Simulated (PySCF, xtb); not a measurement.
Si(H)2(NCO)(OMe) (C₂H₅NO₂Si), SMILES O([SiH2]N=C=O)C. Other conformers were not sampled.

Harmonic wavenumbers (cm⁻¹) from GFN2-xTB in xtb at its own minimum, in rising order: 46, 70, 84, 108, 180, 260, 496, 507, 539, 601, 676, 766, 796, 812, 1135, 1141, 1183, 1420, 1481, 1486, 1522, 2232, 2271, 2512, 2950, 2962, 2995.

### Question
What does PySCF with PBE-D3(BJ)/def2-SVP give at its own minimum? (The exact figures need the calculation; the answer reports its results.)

### Answer
37, 37, 59, 110, 162, 294, 576, 585, 604, 660, 685, 756, 896, 949, 1116, 1135, 1174, 1422, 1425, 1427, 1489, 2165, 2169, 2415, 2916, 2984, 3046. Paired by order, the mean absolute difference is 45 cm⁻¹ and the zero-point energies are 44.6 and 44.7 kcal/mol.
